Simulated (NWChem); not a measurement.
MnF2, sextet; SMILES [F][Mn][F]

Results from NWChem. Pople sets run with spherical d functions. Spin-unrestricted. No stability test was run on the SCF state. Each level has its own optimisation; frequencies are unscaled.

```
level                r F–Mn (Å)  highest harmonic frequency (cm⁻¹)  lowest (cm⁻¹)  zero-point energy (kcal/mol)
-------------------  ----------  ---------------------------------  -------------  ----------------------------
UHF/6-31G*                1.813                                ___            ___                           2.3
UHF/3-21G                 1.801                                781            137                           2.4
BLYP/def2-SVP             1.780                                738            110                           2.2
PBE-D3(BJ)/def2-SVP       1.773                                742            111                           2.1
```

Some entries are withheld; supply them.


- UHF/6-31G*, highest harmonic frequency (cm⁻¹): 771
- UHF/6-31G*, lowest (cm⁻¹): 131
